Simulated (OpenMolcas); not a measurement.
**Multiconfigurational calculation on Mg I**

Input:

```
&GATEWAY
Coord
1

Mg 0.0 0.0 0.0
Basis=ANO-RCC-VQZP
Group=XYZ
NoMove
AngMom=0.0 0.0 0.0
AMFI
&SEWARD
* reference wave functions (RASSCF and RASSI steps not shown): 2 electrons in 4 orbitals (3s 3p)
>>> COPY JOB002 $Project.JobIph
&CASPT2
Multistate=1 1
Frozen=1 0
IPEA=0.25
Imaginary=0.1
MaxIter=60
WThr=0.0 0.3 0.05
PrWF=0.5
NoMix
>>> COPY JOB003 $Project.JobIph
&CASPT2
Multistate=3 1 2 3
Frozen=1 0
IPEA=0.25
Imaginary=0.1
MaxIter=60
WThr=0.0 0.3 0.05
PrWF=0.5
NoMix
>>> COPY JOB004 $Project.JobIph
&CASPT2
Multistate=3 1 2 3
Frozen=1 0
IPEA=0.25
Imaginary=0.1
MaxIter=60
WThr=0.0 0.3 0.05
PrWF=0.5
NoMix
```

Launched by
```bash
OMP_NUM_THREADS=1 MOLCAS_MEM=2252 MOLCAS_PROJECT=a pymolcas a.inp > a.log  # once for each step of the input, in one work folder
```

Output, cut to the results:

```
--- CASPT2 ---
Orbital specifications:
      -----------------------

      Symmetry species                           1   2
                                                ag  au
      Frozen orbitals                            1   0
      Inactive orbitals                          1   3
      Active orbitals                            1   3
      Secondary orbitals                        27  23
      Deleted orbitals                           0   0
      Number of basis functions                 30  29
Type of calculation                        SS-CASPT2
      Fock operator                              state-specific
      IPEA shift                                 0.25
      Real shift                                 0.00
      Imaginary shift                            0.10
      The input orbitals will be transformed to quasi-canonical
Reference energy:        -199.9520785917
      E2 (Non-variational):      -0.2809503454
      Shift correction:          -0.0000305354
      E2 (Variational):          -0.2809808808
      Total energy:            -200.2330594725
      Residual norm:              0.0000001021
      Reference weight:           0.97972
      Contributions to the CASPT2 correlation energy
      Active & Virtual Only:         -0.0015112758
      One Inactive Excited:          -0.0130590075
      Two Inactive Excited:          -0.2663800621
::    CASPT2 Root  1     Total energy:   -200.23305947
--- CASPT2 ---
Orbital specifications:
      -----------------------

      Symmetry species                           1   2
                                                ag  au
      Frozen orbitals                            1   0
      Inactive orbitals                          1   3
      Active orbitals                            1   3
      Secondary orbitals                        27  23
      Deleted orbitals                           0   0
      Number of basis functions                 30  29
Type of calculation                        MS-CASPT2
      Fock operator                              state-specific
      IPEA shift                                 0.25
      Real shift                                 0.00
      Imaginary shift                            0.10
      The input orbitals will be transformed to quasi-canonical
Reference energy:        -199.8522648518
      E2 (Non-variational):      -0.2807759331
      Shift correction:          -0.0001060591
      E2 (Variational):          -0.2808819922
      Total energy:            -200.1331468440
      Residual norm:              0.0000002751
      Reference weight:           0.97614
      Contributions to the CASPT2 correlation energy
      Active & Virtual Only:         -0.0038662157
      One Inactive Excited:          -0.0105786659
      Two Inactive Excited:          -0.2663310515
Reference energy:        -199.8522648518
      E2 (Non-variational):      -0.2807759331
      Shift correction:          -0.0001060591
      E2 (Variational):          -0.2808819922
      Total energy:            -200.1331468440
      Residual norm:              0.0000002751
      Reference weight:           0.97614
      Contributions to the CASPT2 correlation energy
      Active & Virtual Only:         -0.0038662157
      One Inactive Excited:          -0.0105786659
      Two Inactive Excited:          -0.2663310515
::    CASPT2 Root  1     Total energy:   -200.13314684
::    CASPT2 Root  2     Total energy:   -200.13314684
::    CASPT2 Root  3     Total energy:   -200.13314684
::    MS-CASPT2 Root  1     Total energy:   -200.13314684
::    MS-CASPT2 Root  2     Total energy:   -200.13314684
::    MS-CASPT2 Root  3     Total energy:   -200.13314684
--- CASPT2 ---
Orbital specifications:
      -----------------------

      Symmetry species                           1   2
                                                ag  au
      Frozen orbitals                            1   0
      Inactive orbitals                          1   3
      Active orbitals                            1   3
      Secondary orbitals                        27  23
      Deleted orbitals                           0   0
      Number of basis functions                 30  29
Type of calculation                        MS-CASPT2
      Fock operator                              state-specific
      IPEA shift                                 0.25
      Real shift                                 0.00
      Imaginary shift                            0.10
      The input orbitals will be transformed to quasi-canonical
Reference energy:        -199.7687137908
      E2 (Non-variational):      -0.2937905421
      Shift correction:          -0.0003624472
      E2 (Variational):          -0.2941529893
      Total energy:            -200.0628667801
      Residual norm:              0.0000008393
      Reference weight:           0.96077
      Contributions to the CASPT2 correlation energy
      Active & Virtual Only:         -0.0146252212
      One Inactive Excited:          -0.0122522197
      Two Inactive Excited:          -0.2669131012
Reference energy:        -199.7687137908
      E2 (Non-variational):      -0.2937905421
      Shift correction:          -0.0003624472
      E2 (Variational):          -0.2941529893
      Total energy:            -200.0628667801
      Residual norm:              0.0000008393
      Reference weight:           0.96077
      Contributions to the CASPT2 correlation energy
      Active & Virtual Only:         -0.0146252212
      One Inactive Excited:          -0.0122522197
      Two Inactive Excited:          -0.2669131012
::    CASPT2 Root  1     Total energy:   -200.06286678
::    CASPT2 Root  2     Total energy:   -200.06286678
::    CASPT2 Root  3     Total energy:   -200.06286678
::    MS-CASPT2 Root  1     Total energy:   -200.06286678
::    MS-CASPT2 Root  2     Total energy:   -200.06286678
::    MS-CASPT2 Root  3     Total energy:   -200.06286678
```

Levels above the lowest, from the spin-orbit matrix with the single-state CASPT2 energies, averaged by term, on its diagonal:

| Configuration | Term | J | E (cm-1) | Measured (cm-1) | Term weight % |
| --- | --- | --- | --- | --- | --- |
| 3s2 | 1S | 0 | 0.0 | 0.0 | 100 |
| 3s 3p | 3P* | 0 | 21897 | 21850 | 100 |
| 3s 3p | 3P* | 1 | 21913 | 21870 | 100 |
| 3s 3p | 3P* | 2 | 21944 | 21911 | 100 |
| 3s 3p | 1P* | 1 | 37353 | 35051 | 100 |

Against the 4 measured excited levels shown (NIST Handbook of Basic Atomic Spectroscopic Data) the mean absolute deviation is 610 cm-1; the largest miss in energy is 3s 3p 1P* 1: computed 37353, measured 35051 cm-1 (+6.6 %).

Measured partners are found by configuration, term and J. A level has none where our copy of the source lacks it or the pairing is in doubt (some pairs that miss far off the trend of their configuration count as doubtful), and it then counts in no deviation. Only configurations of the active space appear. The first state left out of the spin-orbit step lies near 58000 cm-1 above the lowest spin-free state of the reference (among the parities and spins computed), and the list stops at four fifths of that energy or lower.

The term weight is that of the spin-free term in the level, not the purity of its configuration. * marks odd parity.
